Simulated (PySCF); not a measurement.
Consider `CN(C)BN(C)C` (C4H13BN2). Numbering: `[CH3:1][N:2]([CH3:3])[BH:4][N:5]([CH3:6])[CH3:7]`

Energies: ωB97X-D3(BJ)/ma-def2-TZVP (PySCF, density fitting, integration grid level 2) on PBE0-D3(BJ)/def2-SVP structures. The prefix ma- adds one diffuse s and one diffuse p function on all atoms but H. ωB97X-D3(BJ) is ωB97X-V with D3(BJ) in place of VV10. Zero-point and thermal terms (298.15 K, 1 bar) come from unscaled PBE0-D3(BJ)/def2-SVP harmonic frequencies, with soft modes damped to free rotors in the entropy.

Q: What are the vertical and the adiabatic ionisation energy for forming the radical cation?

A: 7.92 eV vertical and 7.79 eV adiabatic, the latter with zero-point energy.

Q: Where does the unpaired spin of the relaxed radical cation sit?

A: N5 (nitrogen on the metalloid) 0.53, N2 (nitrogen on the metalloid) 0.53, B4 (boron) -0.20 (intrinsic atomic orbital populations).

Q: How far is −ε(HOMO) from the vertical value by ΔSCF?

A: −ε(HOMO) = 8.26 eV, which is 0.34 eV above the ΔSCF value.
